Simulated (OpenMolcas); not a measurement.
Pt VIII: terms and fine structure

```json
{"Program": "OpenMolcas", "Method": "MS-RASPT2, IPEA 0.25 Eh, imaginary shift 0.1 Eh (closed shells correlated: 5s)", "Basis": "ANO-RCC-VQZP [9s8p6d4f2g1h]", "Scalar Hamiltonian": "DKH2, point nucleus", "Active space": "9 electrons in 8 orbitals (RAS1 5p, at most 2 holes; RAS2 5d)", "State averaging": "2S+1 = 4 even, 10 roots; 2S+1 = 2 even, 40 roots", "Spin-orbit coupling": "state interaction with AMFI integrals over the reference wave functions, term energies averaged over their components"}
```

With spin-orbit coupling, above the lowest level:

```
Configuration   Term     J  E (cm-1)      g  Term weight %    Second
          5d3     4F   3/2       0.0  0.522             76  19 2D(1)
          5d3     4F   5/2     10140  1.040             93   6 2D(1)
          5d3     4F   7/2     17110  1.168             77     19 2G
          5d3     4P   3/2     19120  1.355             45     34 2P
          5d3     4F   9/2     20720  1.170             43     38 2G
          5d3     4P   1/2     22490  2.019             68     32 2P
          5d3     2G   7/2     32030  0.975             74     22 4F
          5d3     2H   9/2     33690  1.097             54     43 4F
          5d3     4P   5/2     33950  1.538             87   5 2D(1)
          5d3  2D(1)   3/2     38710  1.186             44     42 4P
          5d3     2P   1/2     40340  1.317             68     32 4P
          5d3     2H  11/2     43780  1.091            100          
          5d3  2D(1)   5/2     47410  1.205             83   7 2D(2)
          5d3     2F   5/2     51860  0.939             82  13 2D(2)
          5d3     2G   9/2     52320  1.087             58     27 2H
          5d3     2F   7/2     53660  1.128             93      6 2G
          5d3     2P   3/2     56410  1.190             56  27 2D(1)
          5d3  2D(2)   3/2     78020  0.815             95   3 2D(1)
          5d3  2D(2)   5/2     80280  1.165             75     15 2F
```

Spin-orbit coupling puts the lowest level 20640 cm-1 below the lowest spin-free term.

A least-squares Racah fit to the terms below 60000 cm-1, each weighted by 2L + 1 and with a free common offset, gives B = 901 cm-1 and C = 3869 cm-1 (C/B = 4.30), with an rms deviation of 377 cm-1.

Term energies are means over components that CASPT2 splits; among the terms shown or strongly mixed into the levels shown the widest spread is 1100 cm-1 (5d3 4F). Active for correlation alone: 5p; no level in the range computed is led by a configuration that opens it, so any true level of that kind is missing. Only configurations of the active space appear. The first state left out of the spin-orbit step lies near 930000 cm-1 above the lowest spin-free state of the reference (among the parities and spins computed), and the list stops at four fifths of that energy or lower.

The term weight is that of the spin-free term in the level, not the purity of its configuration. A number in round brackets counts repeated terms of one configuration in the order of the reference energies.
